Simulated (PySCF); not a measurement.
Compound: CClFSe.
SMILES: `FC(Cl)=[Se]`

Computed, not measured: EOM-EE-CCSD/aug-cc-pVDZ in PySCF, restricted Hartree–Fock reference, frozen core, non-relativistic, gas phase, PBE0-D3(BJ)/def2-SVP geometry.

Problem. What does EOM-EE-CCSD give for the lowest vertical excitations?

Solution. 
```csv
state,E (eV),λ (nm),"main singles (HF orbitals, share of the singles part)"
singlet 1,2.74,452,HOMO→LUMO 95 %
singlet 2,5.13,242,HOMO-1→LUMO 82 %
singlet 3,5.94,209,"HOMO→LUMO+1 39 %, HOMO→LUMO+11 21 %, HOMO→LUMO+8 10 %"
singlet 4,6.58,188,"HOMO→LUMO+1 32 %, HOMO→LUMO+3 30 %, HOMO→LUMO+6 17 %"
triplet 1,2.51,494,HOMO→LUMO 94 %
triplet 2,2.82,440,HOMO-1→LUMO 91 %
```

Problem. What is the vertical gap between the lowest excited singlet and the lowest triplet?

Solution. 2.74 − 2.51 = 0.23 eV (22 kJ/mol). Both are led by HOMO→LUMO.

The first EOM-IP-CCSD ionisation energy is 9.39 eV, 2.81 eV above the highest singlet listed and 6.65 eV above the lowest.

T1 diagnostic 0.015. EOM-CCSD puts states of mainly double-excitation character too high. An iterative search for so few roots can pass over a low state.
